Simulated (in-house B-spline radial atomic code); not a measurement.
Whole-atom quantities along the 6-electron series, configuration 1s2 2s2 2p1/2(2). Breit and QED terms are first order and not part of the total energy; the density at the nucleus is averaged over the nuclear charge. Computed with a radial B-spline atomic code at the basis-set limit: Dirac-Hartree-Fock, jj configuration that fills j = l - 1/2 first, finite nuclei.

```json
{"ion": "Cl11+", "Z": "17", "E/Z² (Eh)": "-1.3232", "Σ<r²> (bohr²)": "0.6992", "n(0)/Z³ (bohr⁻³)": "0.73649", "Lamb diamagnetic shielding (ppm)": "853.5", "repulsion over attraction": "0.060733", "Breit energy (eV)": "2.4842", "self-energy (eV)": "2.0945", "vacuum polarisation (eV)": "-0.14222"}
{"ion": "Ar12+", "Z": "18", "E/Z² (Eh)": "-1.3334", "Σ<r²> (bohr²)": "0.6111", "n(0)/Z³ (bohr⁻³)": "0.74784", "Lamb diamagnetic shielding (ppm)": "908.06", "repulsion over attraction": "0.057553", "Breit energy (eV)": "2.9833", "self-energy (eV)": "2.5619", "vacuum polarisation (eV)": "-0.17894"}
{"ion": "K13+", "Z": "19", "E/Z² (Eh)": "-1.3427", "Σ<r²> (bohr²)": "0.53858", "n(0)/Z³ (bohr⁻³)": "0.75973", "Lamb diamagnetic shielding (ppm)": "962.78", "repulsion over attraction": "0.054684", "Breit energy (eV)": "3.5457", "self-energy (eV)": "3.0978", "vacuum polarisation (eV)": "-0.22233"}
{"ion": "Ca14+", "Z": "20", "E/Z² (Eh)": "-1.3512", "Σ<r²> (bohr²)": "0.47817", "n(0)/Z³ (bohr⁻³)": "0.77177", "Lamb diamagnetic shielding (ppm)": "1017.67", "repulsion over attraction": "0.052084", "Breit energy (eV)": "4.1753", "self-energy (eV)": "3.7077", "vacuum polarisation (eV)": "-0.27316"}
{"ion": "Sc15+", "Z": "21", "E/Z² (Eh)": "-1.3591", "Σ<r²> (bohr²)": "0.42731", "n(0)/Z³ (bohr⁻³)": "0.78401", "Lamb diamagnetic shielding (ppm)": "1072.74", "repulsion over attraction": "0.049716", "Breit energy (eV)": "4.8762", "self-energy (eV)": "4.3968", "vacuum polarisation (eV)": "-0.33226"}
{"ion": "Ti16+", "Z": "22", "E/Z² (Eh)": "?", "Σ<r²> (bohr²)": "?", "n(0)/Z³ (bohr⁻³)": "?", "Lamb diamagnetic shielding (ppm)": "?", "repulsion over attraction": "?", "Breit energy (eV)": "?", "self-energy (eV)": "?", "vacuum polarisation (eV)": "?"}
{"ion": "V17+", "Z": "23", "E/Z² (Eh)": "-1.3733", "Σ<r²> (bohr²)": "0.34702", "n(0)/Z³ (bohr⁻³)": "0.81024", "Lamb diamagnetic shielding (ppm)": "1183.49", "repulsion over attraction": "0.045563", "Breit energy (eV)": "6.5073", "self-energy (eV)": "6.0354", "vacuum polarisation (eV)": "-0.47876"}
{"ion": "Cr18+", "Z": "24", "E/Z² (Eh)": "?", "Σ<r²> (bohr²)": "?", "n(0)/Z³ (bohr⁻³)": "?", "Lamb diamagnetic shielding (ppm)": "?", "repulsion over attraction": "?", "Breit energy (eV)": "?", "self-energy (eV)": "?", "vacuum polarisation (eV)": "?"}
{"ion": "Mn19+", "Z": "25", "E/Z² (Eh)": "-1.3858", "Σ<r²> (bohr²)": "0.28718", "n(0)/Z³ (bohr⁻³)": "0.83794", "Lamb diamagnetic shielding (ppm)": "1295.11", "repulsion over attraction": "0.042043", "Breit energy (eV)": "8.4713", "self-energy (eV)": "8.0591", "vacuum polarisation (eV)": "-0.66931"}
{"ion": "Fe20+", "Z": "26", "E/Z² (Eh)": "-1.3915", "Σ<r²> (bohr²)": "0.26282", "n(0)/Z³ (bohr⁻³)": "0.85275", "Lamb diamagnetic shielding (ppm)": "1351.27", "repulsion over attraction": "0.040476", "Breit energy (eV)": "9.5884", "self-energy (eV)": "9.23", "vacuum polarisation (eV)": "-0.78369"}
{"ion": "Co21+", "Z": "27", "E/Z² (Eh)": "?", "Σ<r²> (bohr²)": "?", "n(0)/Z³ (bohr⁻³)": "?", "Lamb diamagnetic shielding (ppm)": "?", "repulsion over attraction": "?", "Breit energy (eV)": "?", "self-energy (eV)": "?", "vacuum polarisation (eV)": "?"}
{"ion": "Ni22+", "Z": "28", "E/Z² (Eh)": "-1.4021", "Σ<r²> (bohr²)": "0.22242", "n(0)/Z³ (bohr⁻³)": "0.88438", "Lamb diamagnetic shielding (ppm)": "1464.37", "repulsion over attraction": "0.037663", "Breit energy (eV)": "12.113", "self-energy (eV)": "11.92", "vacuum polarisation (eV)": "-1.0563"}
{"ion": "Cu23+", "Z": "29", "E/Z² (Eh)": "-1.4071", "Σ<r²> (bohr²)": "0.20555", "n(0)/Z³ (bohr⁻³)": "0.90008", "Lamb diamagnetic shielding (ppm)": "1521.32", "repulsion over attraction": "0.036396", "Breit energy (eV)": "13.53", "self-energy (eV)": "13.452", "vacuum polarisation (eV)": "-1.2169"}
{"ion": "Zn24+", "Z": "30", "E/Z² (Eh)": "-1.4119", "Σ<r²> (bohr²)": "0.19049", "n(0)/Z³ (bohr⁻³)": "0.91711", "Lamb diamagnetic shielding (ppm)": "1578.57", "repulsion over attraction": "0.035211", "Breit energy (eV)": "15.055", "self-energy (eV)": "15.117", "vacuum polarisation (eV)": "-1.3955"}
{"ion": "Ga25+", "Z": "31", "E/Z² (Eh)": "-1.4165", "Σ<r²> (bohr²)": "0.17699", "n(0)/Z³ (bohr⁻³)": "0.93447", "Lamb diamagnetic shielding (ppm)": "1636.11", "repulsion over attraction": "0.034098", "Breit energy (eV)": "16.692", "self-energy (eV)": "16.921", "vacuum polarisation (eV)": "-1.5934"}
{"ion": "Ge26+", "Z": "32", "E/Z² (Eh)": "-1.4209", "Σ<r²> (bohr²)": "0.16483", "n(0)/Z³ (bohr⁻³)": "0.95236", "Lamb diamagnetic shielding (ppm)": "1693.97", "repulsion over attraction": "0.033053", "Breit energy (eV)": "18.447", "self-energy (eV)": "18.871", "vacuum polarisation (eV)": "-1.812"}
{"ion": "As27+", "Z": "33", "E/Z² (Eh)": "-1.4253", "Σ<r²> (bohr²)": "0.15385", "n(0)/Z³ (bohr⁻³)": "0.97177", "Lamb diamagnetic shielding (ppm)": "1752.16", "repulsion over attraction": "0.032068", "Breit energy (eV)": "20.323", "self-energy (eV)": "20.974", "vacuum polarisation (eV)": "-2.053"}
{"ion": "Se28+", "Z": "34", "E/Z² (Eh)": "-1.4295", "Σ<r²> (bohr²)": "0.1439", "n(0)/Z³ (bohr⁻³)": "0.99163", "Lamb diamagnetic shielding (ppm)": "1810.69", "repulsion over attraction": "0.031139", "Breit energy (eV)": "22.325", "self-energy (eV)": "23.237", "vacuum polarisation (eV)": "-2.3178"}
{"ion": "Br29+", "Z": "35", "E/Z² (Eh)": "-1.4336", "Σ<r²> (bohr²)": "0.13485", "n(0)/Z³ (bohr⁻³)": "1.0126", "Lamb diamagnetic shielding (ppm)": "1869.58", "repulsion over attraction": "0.030262", "Breit energy (eV)": "24.459", "self-energy (eV)": "25.667", "vacuum polarisation (eV)": "-2.6082"}
```

**Question.** Fill in the row of Ti16+.

**Answer.** E/Z² (Eh): -1.3665; Σ<r²> (bohr²): 0.38407; n(0)/Z³ (bohr⁻³): 0.79677; Lamb diamagnetic shielding (ppm): 1128.01; repulsion over attraction: 0.047551; Breit energy (eV): 5.6522; self-energy (eV): 5.1708; vacuum polarisation (eV): -0.40049.

**Question.** Fill in the row of Cr18+.

**Answer.** E/Z² (Eh): -1.3797; Σ<r²> (bohr²): 0.31501; n(0)/Z³ (bohr⁻³): 0.82392; Lamb diamagnetic shielding (ppm): 1239.18; repulsion over attraction: 0.043733; Breit energy (eV): 7.4457; self-energy (eV): 6.9962; vacuum polarisation (eV): -0.56803.

**Question.** Fill in the row of Co21+.

**Answer.** E/Z² (Eh): -1.3969; Σ<r²> (bohr²): 0.24138; n(0)/Z³ (bohr⁻³): 0.86793; Lamb diamagnetic shielding (ppm): 1407.69; repulsion over attraction: 0.03902; Breit energy (eV): 10.801; self-energy (eV): 10.515; vacuum polarisation (eV): -0.91228.

**Question.** With what power of Z does the column «Σ<r²> (bohr²)» change over this range?

**Answer.** A fit of the logarithm of its size against log Z from Z = 17 to 35 has slope -2.27. Unscreened non-relativistic hydrogenic orbitals would give -2.
